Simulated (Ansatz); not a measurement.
**An elementary step**

Start structure (Zn2SiH2O3F4, singlet), relaxed at PBE0-D4/def2-TZVP:

```xyz
12
angstrom
Si 2.3443 -0.5698 -0.7233
F 3.8465 0.0133 -0.5582
F 2.2754 -0.4863 -2.3033
F 2.6058 -1.9769 -0.0459
F 0.5803 -0.9611 -0.7237
H 2.3799 1.3624 0.5457
O 1.7272 0.7344 0.2266
Zn -0.2079 0.4956 0.3461
O -1.7161 1.1540 0.9685
Zn -3.3555 0.5204 0.9387
O -5.0228 -0.0444 1.0802
H -5.4571 -0.2417 0.2485
```

The step: Zn₂SiH₂O₃F₄ ([OH][Zn][O][Zn]1[OH][Si]([F])([F])([F])[F]1) → Zn₂SiHO₃F₃ ([OH][Zn][O][Zn][O][Si]([F])([F])[F]) + HF; bonds formed: F2–H6; dative contacts that become bonds: Si1–O7; bonds broken: Si1–F2, F5–Zn8, H6–O7. Program: Ansatz 0.2.0. Basis: def2-TZVPP and def2-QZVPP. Cores are frozen in the correlated methods. The 3s and 3p shells of Cu and Zn are frozen; filled d shells are correlated. Extrapolation: Hartree–Fock as exp(−7.88 √X), correlation as X^−2.97. Energies below are by CCSD(T) at an estimated basis limit (MP2 extrapolated from triple and quadruple zeta, plus CCSD(T) − MP2 in triple zeta).

**Question.** What are the electronic barrier and the energy of the step, from the start structure to the end structure? (Judge from chemistry; the value comes from the calculation.)

**Answer.** Computed: Barrier 1.173 eV; step energy 0.251 eV (uphill); reverse barrier, their difference, 0.921 eV. Barrier and step energy count from the start structure, the reverse barrier from the end structure.

The saddle point: One imaginary mode of 790i cm⁻¹.
| pair | start (Å) | saddle (Å) | end (Å) |
| --- | --- | --- | --- |
| Si1–O7 | 1.73 | 1.67 | 1.59 |
| F2–H6 | 2.28 | 1.14 | 0.95 |
| Si1–F2 | 1.62 | 1.93 | 3.99 |
| F5–Zn8 | 1.97 | 2.44 | 3.48 |
| H6–O7 | 0.96 | 1.22 | 1.73 |

Zero-point energy (harmonic, PBE0-D4): ZPE is 1.224 eV at the start and 1.104 eV at the saddle, so the barrier goes from 1.173 to 1.053 eV.

No T1 diagnostic of these runs exceeds 0.016.

The step is the kind of ligand exchange by which a precursor binds to a hydroxyl group, or is hydrolysed, in atomic layer deposition of oxides. Here a small cluster stands in for the surface site.

Labels in which every atom is bracketed show which atoms are joined, not bond orders.

For scale, one of the runs: CCSD(T)/def2-TZVPP, 415 basis functions, launched by `ansatz run in.yaml --threads 4 --pin off --events-out ev --progress --plain --max-ram 66560MiB --backend cuda --devices 0, --max-vram 37GiB`. Hardware: 4 CPU threads of an AMD EPYC 7R13 and a share of one NVIDIA H100, shared host. Wall time 3.1 min; peak host memory 1.7 GiB.
